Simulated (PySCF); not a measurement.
**Steps of a relaxation of La(NO3)3**

La(NO3)3 (singlet). PySCF 2.14.0, RKS PBE0, La lcecp-1-SVP with ECP46, O def2-SVP, N def2-SVP; non-relativistic Hamiltonian with scalar-relativistic core potentials where named; density fitting; no spin-orbit coupling. Origin of the start: displaced along the imaginary mode. Columns: position (Å) and force (eV/Å). Energies are counted from the last step; some of the 10 steps are shown. Forces carry noise of the integration grid, about 0.01 to 0.03 eV/Å.

Run from Python with OMP_NUM_THREADS=4. Where DIIS fails, smearing, a level shift and second-order steps follow.
It took 2.1 min on 4 threads of Intel(R) Xeon(R) 6975P-C (Granite Rapids) (shared host), from the converged density of the start.

```xyz
13
step 0  E = 0.134 eV
La    0.0000    0.0000    0.0000     0.00    0.00    0.00
O     2.2167   -0.2500    1.0723     0.31    0.34   -1.35
O     2.2167    0.2500   -1.0723     0.31   -0.34    1.35
N     2.9127    0.0000    0.0000    -0.44    0.00    0.00
O     4.0951    0.0000    0.0000    -0.28    0.00    0.00
O    -0.8918    2.0448    1.0723    -0.45    0.09   -1.35
O    -1.3249    1.7948   -1.0723     0.15    0.44    1.34
N    -1.4563    2.5225    0.0000     0.21   -0.38    0.00
O    -2.0475    3.5465    0.0000     0.14   -0.23    0.00
O    -1.3249   -1.7947    1.0723     0.15   -0.44   -1.34
O    -0.8919   -2.0447   -1.0723    -0.45   -0.09    1.35
N    -1.4564   -2.5225    0.0000     0.21    0.38    0.00
O    -2.0476   -3.5464    0.0000     0.14    0.23    0.00
```

```xyz
13
step 3  E = 0.008 eV
La    0.0000    0.0000    0.0000     0.00    0.00    0.00
O     2.2185   -0.2299    1.0475     0.02    0.03   -0.02
O     2.2185    0.2298   -1.0475     0.02   -0.03    0.02
N     2.9150    0.0000    0.0000    -0.02    0.00    0.00
O     4.0976    0.0000    0.0000    -0.03    0.00    0.00
O    -0.9102    2.0362    1.0475    -0.04   -0.01   -0.03
O    -1.3083    1.8064   -1.0475     0.02    0.03    0.02
N    -1.4575    2.5245    0.0000     0.01   -0.02    0.00
O    -2.0488    3.5486    0.0000     0.02   -0.02    0.00
O    -1.3083   -1.8063    1.0475     0.02   -0.03   -0.02
O    -0.9102   -2.0362   -1.0475    -0.04    0.01    0.03
N    -1.4575   -2.5245    0.0000     0.01    0.02    0.00
O    -2.0488   -3.5486    0.0000     0.02    0.02    0.00
```

```xyz
13
step 6  E = 0.001 eV
La    0.0000    0.0000    0.0000     0.00    0.00    0.00
O     2.2146   -0.1537    1.0620     0.02    0.00   -0.04
O     2.2146    0.1536   -1.0620     0.02    0.00    0.04
N     2.9104    0.0000    0.0000    -0.11    0.00    0.00
O     4.0914    0.0000    0.0000     0.11    0.00    0.00
O    -0.9742    1.9947    1.0620    -0.02    0.00   -0.04
O    -1.2403    1.8411   -1.0620     0.00    0.02    0.04
N    -1.4552    2.5205    0.0000     0.05   -0.09    0.00
O    -2.0457    3.5432    0.0000    -0.06    0.11    0.00
O    -1.2404   -1.8410    1.0620     0.00   -0.02   -0.04
O    -0.9742   -1.9947   -1.0620    -0.02    0.00    0.04
N    -1.4552   -2.5205    0.0000     0.05    0.09    0.00
O    -2.0457   -3.5432    0.0000    -0.06   -0.11    0.00
```

Question: Where does the relaxation end?

Answer: It converges at step 9 in D3:
```xyz
13
step 9  E = 0
La    0.0000    0.0000    0.0000
O     2.2173   -0.1292    1.0642
O     2.2173    0.1291   -1.0642
N     2.9132    0.0000    0.0000
O     4.0957    0.0000    0.0000
O    -0.9968    1.9848    1.0642
O    -1.2205    1.8557   -1.0642
N    -1.4566    2.5229    0.0000
O    -2.0478    3.5470    0.0000
O    -1.2205   -1.8556    1.0642
O    -0.9968   -1.9848   -1.0642
N    -1.4566   -2.5229    0.0000
O    -2.0479   -3.5470    0.0000
```

Question: How did the contacts change?

Answer: 
| contact | start (Å) | end (Å) |
| --- | --- | --- |
| La1–O2 (NO3) | 2.475 | 2.463 |
| La1–O7 (NO3) | 2.475 | 2.463 |
| La1–O11 (NO3) | 2.475 | 2.463 |
| La1–O3 (NO3) | 2.475 | 2.463 |
| La1–O10 (NO3) | 2.475 | 2.463 |
